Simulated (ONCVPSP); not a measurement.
# Varying the ONCV potential for gallium

Base potential:

ONCVPSP 4.0.1 input, shortened (lines: element, Z, core and valence counts, functional; n l f; lmax; l rc ep ncon nbas qcut; lloc lpopt rc5 dvloc0; l nproj debl; icmod fcfact rcfact), PBEsol, scalar-relativistic:

```
  Ga 31.00    5    3  -116133      upf
    1    0    2.00
    2    0    2.00
    2    1    6.00
    3    0    2.00
    3    1    6.00
    3    2   10.00
    4    0    1.00
    4    1    2.00
    2
    0    1.75    0.00    4    7    4.10
    1    2.05    0.00    4    7    3.80
    2    0.85    0.00    5    9   22.20
    2    5    0.85    0.00
    0    2    1.40
    1    2    1.00
    2    0    0.60
    3    3.50    1.70
```

Cutoffs, loose and tight: the cutoffs (Ha) at which the residual kinetic energy of the hardest occupied pseudo-wave falls to 1 and 0.1 mHa per electron. They do not see the model core or the augmentation charge, which bear on the density cutoff. Test errors are all-electron minus pseudo excitation energies from the reference, over the configurations 3d10 4s2 4p1; 3d10 4s2 4p0; 3d10 4s1 4p0; 3d9 4s2 4p1. A dash means not determined; rows that change the core or the reference have their own tests.

A true bound ghost makes a file unfit for plane-wave use even where its test errors are small: the radial tests pick states by their node count and pass the ghost by.

| change | outcome | cutoff, loose | cutoff, tight | bound ghosts | GHOST(+) flags above zero | largest test error (meV) |
| --- | --- | --- | --- | --- | --- | --- |
| base | generated | 168 Ha | 192 Ha | s, p | s | -376 |
| d: qcut 28.4 | generated | 231 Ha | 274 Ha | s, p | s | -370 |
| core correction Teter function, fcfact 4.3, rcfact 1.7 | generated | 168 Ha | 192 Ha | s, p | s | -381 |
| d: ncon 3, nbas 7 | generated | 157 Ha | 180 Ha | s, p | s | -378 |
| s: qcut 3.9; p: qcut 3.6; d: qcut 21.1 | generated | 162 Ha | 183 Ha | s, p | s | -370 |
| core correction Teter function, fcfact 2.5, rcfact 1.4 | generated | 168 Ha | 192 Ha | s, p | s | -340 |
| functional PBE | generated | 168 Ha | 192 Ha | s, p | s | -381 |
| core correction Teter function, fcfact 3.5, rcfact 1.56 | generated | 168 Ha | 192 Ha | s, p | s | -365 |
| p: rc 1.62 | generated | 168 Ha | 192 Ha | s, p | s, p | -376 |
| fully relativistic | generated, misses its reference levels by 0.28 eV | 168 Ha | 192 Ha | s, p3/2, p1/2 | s | -370 |

(1) What comes out with this change to the base: d: qcut 12.4?

(2) What comes out with this change to the base: reference 3d10 4s2 4p1?

## Answers

(1) outcome: generated; cutoff, loose: 392 Ha; cutoff, tight: 437 Ha; bound ghosts: s, p; GHOST(+) flags above zero: none; largest test error (meV): -389.

(2) outcome: generated; cutoff, loose: 168 Ha; cutoff, tight: 192 Ha; bound ghosts: s, p; GHOST(+) flags above zero: s; largest test error (meV): -32 over the solved tests; 2 of 4 tests not solved or not reliable.
